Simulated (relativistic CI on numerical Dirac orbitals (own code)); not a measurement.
## Hyperfine structure of Dy21+, mass number 163

Computed by Dirac-Coulomb-Breit CI, orbitals from a KLI potential per configuration, model QED (radiative potential, 1s self-energy scaled to tabulated hydrogen-like ionisation energies), unscaled Slater integrals (own radial code, finite nucleus).

CI space (outside the closed core [Ar] 3d10): 4s2 4p6 4d9, 4s2 4p5 4d10, 4s2 4p6 4d8 4f, 4s 4p6 4d10, 4s2 4p5 4d9 4f, 4s2 4p6 4d8 5s, 4s 4p6 4d9 4f, 4s2 4p6 4d8 5p, 4s2 4p6 4d7 4f 5s, 4s2 4p6 4d8 5d, 4s2 4p6 4d7 5s 5p, 4s2 4p5 4d9 5s, 4s2 4p6 4d7 5s2, 4s2 4p6 4d6 4f 5s2, 4s2 4p5 4d7 4f 5s2, 4s 4p6 4d7 4f 5s2. Double excitations out of closed p, d and f shells are left out; levels of such configurations are missing from the list, as are those of other unlisted configurations, and high levels can miss mixing partners.

Nuclear spin I = 5/2, μ = 0.671 μN, Q = 2.65 b (tables of Stone and Pyykkö). The electronic factors are computed for point nuclear moments, without core polarisation or the Bohr-Weisskopf and QED corrections.

| Level | E (eV) | A (MHz) | B (MHz) |
| --- | --- | --- | --- |
| 4s2 4p6 4d9 2D_5/2 | 0.000 | 1454 | -30000 |
| 4s2 4p6 4d9 2D_3/2 | 8.298 | 3644 | -24000 |
| 4s2 4p5 4d10 2P°_3/2 | 138.545 | 6646 | -121000 |
| 4s2 4p6 4d8 4f 4F°_7/2 | 151.092 | 1036 | -20700 |
| 4s2 4p6 4d8 4f 4F°_9/2 | 152.550 | 805.2 | -19500 |
| 4s2 4p6 4d8 4f 2P°_1/2 | 153.929 | 5552 |  |
| 4s2 4p6 4d8 4f 4I°_15/2 | 154.427 | 923.6 | -11800 |
| 4s2 4p6 4d8 4f 4D°_7/2 | 154.836 | 768.2 | 4460 |

Levels with J = 0, under 50 % of one LS term, or S terms without an open s electron are left out. Small factors come from cancelling terms and can be off by tens of per cent or more.

At this charge energies of transitions that change n are usually good to better than 1 %, and those within a shell (Δn = 0) to a few per cent.

**Question.** Give the hyperfine levels of 4s2 4p6 4d9 2D_5/2 relative to its centre of gravity.

**Answer.** With K = F(F + 1) − I(I + 1) − J(J + 1), E = AK/2 + B[¾K(K + 1) − I(I + 1)J(J + 1)]/[2I(2I − 1)J(2J − 1)]: F = 0: -33720, F = 1: -25060, F = 2: -10460, F = 3: 4701, F = 4: 12320, F = 5: 1586 MHz.

LS names give the leading component of a level, which can be under half, so a name can repeat, a term be missing and a line seem to break the LS rules.
